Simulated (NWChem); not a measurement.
System: GeHOF, singlet; SMILES [OH][Ge][F]

```xyz
4

Ge     0.4258    -0.0029     0.0000
F     -0.7066    -1.3643     0.0000
O     -0.8509     1.2750     0.0000
H     -0.4575     2.1700     0.0000
```
Atoms are numbered in this order, from 1.

Computed with NWChem. Low-valent species are run as closed-shell singlets; no triplet was tried in these runs. Structure relaxed at the PBE-D3(BJ)/def2-SVP level. B3LYP is NWChem's, with the RPA form of VWN correlation. Vertical excitations in the gas phase; the lowest state need not have the same character in each row.

```
level                                                lowest excitation, singlet (eV)  oscillator strength of that lowest state  orbital gap (eV)
---------------------------------------------------  -------------------------------  ----------------------------------------  ----------------
PBE/aug-cc-pVDZ, full TDDFT                                                     4.57                                     0.055              3.94
B3LYP/aug-cc-pVDZ, full TDDFT                                                   4.76                                     0.066              5.52
LDA (Slater exchange, VWN5)/aug-cc-pVDZ, full TDDFT                             4.60                                     0.052              3.92
LRC-wPBEh/aug-cc-pVDZ, full TDDFT                                               4.82                                     0.077              9.41
```
